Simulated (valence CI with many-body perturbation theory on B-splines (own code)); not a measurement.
**O III: electric-dipole lines**

Computed by relativistic CI+MBPT: four valence electrons over a frozen Dirac-Fock core [He], a basis of 11 s, 11 p, 9 d, 7 f, 5 g, 2 h, 1 i functions for each j, with the one-electron correlation potential Σ1, the two-electron term Σ2, the three-electron term Σ3, Breit, model QED; selected CI, second order for the rest, scaled by the run's own slope (own B-spline code, finite nucleus).

Against 32 measured levels this calculation errs by 91 cm⁻¹ on average and by 230 at most. These come from a selection out of Moore, Selected Tables of Atomic Spectra, NSRDS-NBS 3, section 11. Levels without a partner in it may be off by more. Among the levels kept, up to 570 cm⁻¹ of a level comes from second order outside the variational space, and about a tenth of that is noise between levels of different J, which matters for small intervals.

Lines 151 to 200 of 220 in falling wavelength, among levels below 380411 cm⁻¹, chosen from the strongest by gf and those to the six lowest levels. Wavelengths and rates use the calculated energies, so an error of 90 cm⁻¹ moves a line at 328.6 Å by 0.03 % and its rate by three times that or more. Electric multipoles are in the length gauge, E1 and E2 with the static RPA response of the core. Weak lines are less certain than strong ones. Lines between different terms over intervals too small for the method are left out, as are lines whose strength nearly cancels. Where a level lies close to another of its J and parity, the split of strength between their lines is uncertain. The highest levels of a list are the least certain.

Names give the largest LS component (configuration and term), which can be under half, so a name can repeat, a term be missing and a line seem to break the LS rules; names also repeat where a configuration has a term twice.

```
λ vac (Å)  λ from measured levels            Upper         Lower   A (s⁻¹)  S (a.u.)
    328.7                          2s2 2p 3d 3F°_3  2s2 2p2 1D_2  8.07e+06  9.90e-04
    328.6                   328.4  2s2 2p 3d 1D°_2  2s2 2p2 1D_2  6.99e+09  6.12e-01
    325.9                          2s2 2p 3d 3D°_2  2s2 2p2 1D_2  3.09e+06  2.64e-04
    325.8                          2s2 2p 3d 3D°_3  2s2 2p2 1D_2  3.94e+06  4.71e-04
    323.6                          2s2 2p 3d 3P°_2  2s2 2p2 1D_2  1.02e+07  8.52e-04
    321.1                   321.0  2s2 2p 3d 1F°_3  2s2 2p2 1D_2  1.96e+10  2.24e+00
    320.1                   320.0  2s2 2p 3d 1P°_1  2s2 2p2 1D_2  2.50e+08  1.21e-02
    319.1                          2s2 2p 4s 3P°_1  2s2 2p2 1S_0  5.96e+06  2.87e-04
    317.2                   317.0  2s2 2p 4s 1P°_1  2s2 2p2 1S_0  6.50e+08  3.07e-02
    308.5                          2s2 2p 3d 3F°_2  2s2 2p2 3P_2  9.23e+06  6.69e-04
    308.4                          2s2 2p 3d 3F°_2  2s2 2p2 3P_1  3.37e+06  2.44e-04
    308.3                          2s2 2p 3d 3F°_3  2s2 2p2 3P_2  4.09e+07  4.14e-03
    308.1                   308.1  2s2 2p 3d 1D°_2  2s2 2p2 3P_1  3.43e+07  2.47e-03
    305.9                          2s2 2p 3d 3D°_1  2s2 2p2 3P_2  4.16e+08  1.76e-02
    305.9                          2s2 2p 3d 3D°_2  2s2 2p2 3P_2  4.21e+09  2.98e-01
    305.8                          2s2 2p 3d 3D°_3  2s2 2p2 3P_2  2.02e+10  2.00e+00
    305.8                          2s2 2p 3d 3D°_1  2s2 2p2 3P_1  7.96e+09  3.37e-01
    305.7                          2s2 2p 3d 3D°_2  2s2 2p2 3P_1  1.60e+10  1.13e+00
    305.7                          2s2 2p 3d 3D°_1  2s2 2p2 3P_0  1.19e+10  5.02e-01
    303.9                          2s2 2p 3d 3P°_2  2s2 2p2 3P_2  9.61e+09  6.65e-01
    303.7                          2s2 2p 3d 3P°_1  2s2 2p2 3P_2  5.02e+09  2.08e-01
    303.7                          2s2 2p 3d 3P°_2  2s2 2p2 3P_1  2.10e+09  1.45e-01
    303.6                          2s2 2p 3d 3P°_1  2s2 2p2 3P_1  3.42e+09  1.42e-01
    303.5                          2s2 2p 3d 3P°_0  2s2 2p2 3P_1  1.17e+10  1.62e-01
    303.5                          2s2 2p 3d 3P°_1  2s2 2p2 3P_0  3.27e+09  1.35e-01
    301.7                          2s2 2p 3d 1F°_3  2s2 2p2 3P_2  4.65e+06  4.41e-04
    300.5                   300.5  2s2 2p 3d 1P°_1  2s2 2p2 3P_0  1.53e+07  6.13e-04
    298.5                          2s 2p2 3p 3P°_1  2s2 2p2 1S_0  3.72e+06  1.47e-04
    297.8                          2s2 2p 4d 3D°_1  2s2 2p2 1S_0  3.04e+07  1.19e-03
    297.3                          2s2 2p 4s 3P°_1  2s2 2p2 1D_2  1.34e+07  5.23e-04
    295.7                   295.5  2s2 2p 4s 1P°_1  2s2 2p2 1D_2  1.50e+09  5.75e-02
    280.6                          2s2 2p 4s 3P°_1  2s2 2p2 3P_2  3.96e+08  1.30e-02
    280.5                          2s2 2p 4s 3P°_0  2s2 2p2 3P_1  9.55e+08  1.04e-02
    280.4                          2s2 2p 4s 3P°_1  2s2 2p2 3P_1  2.34e+08  7.64e-03
    280.4                          2s2 2p 4s 3P°_2  2s2 2p2 3P_2  7.17e+08  3.90e-02
    280.3                          2s2 2p 4s 3P°_1  2s2 2p2 3P_0  3.15e+08  1.03e-02
    280.2                          2s2 2p 4s 3P°_2  2s2 2p2 3P_1  2.41e+08  1.31e-02
    280.1                          2s2 2p 4d 3F°_2  2s2 2p2 1D_2  7.85e+08  4.26e-02
    280.0                          2s2 2p 4d 3F°_3  2s2 2p2 1D_2  2.11e+07  1.60e-03
    279.9                          2s2 2p 4d 1D°_2  2s2 2p2 1D_2  3.18e+09  1.72e-01
    279.4                          2s2 2p 4d 3P°_2  2s2 2p2 1D_2  8.07e+07  4.34e-03
    279.1                          2s2 2p 4s 1P°_1  2s2 2p2 3P_2  2.77e+06  8.91e-05
    278.9                   278.8  2s2 2p 4s 1P°_1  2s2 2p2 3P_0  2.58e+06  8.29e-05
    278.7                          2s2 2p 4d 3D°_2  2s2 2p2 1D_2  2.91e+06  1.55e-04
    278.6                          2s2 2p 4d 3D°_3  2s2 2p2 1D_2  2.85e+07  2.13e-03
    275.6                          2s 2p2 3p 3S°_1  2s2 2p2 3P_2  2.08e+09  6.43e-02
    275.5                   275.4  2s 2p2 3p 3S°_1  2s2 2p2 3P_1  1.28e+09  3.96e-02
    275.4                   275.3  2s 2p2 3p 3S°_1  2s2 2p2 3P_0  4.35e+08  1.35e-02
    267.3                          2s 2p2 3p 3D°_1  2s2 2p2 3P_2  1.77e+08  5.00e-03
    267.2                          2s 2p2 3p 3D°_2  2s2 2p2 3P_2  1.70e+09  8.00e-02
```
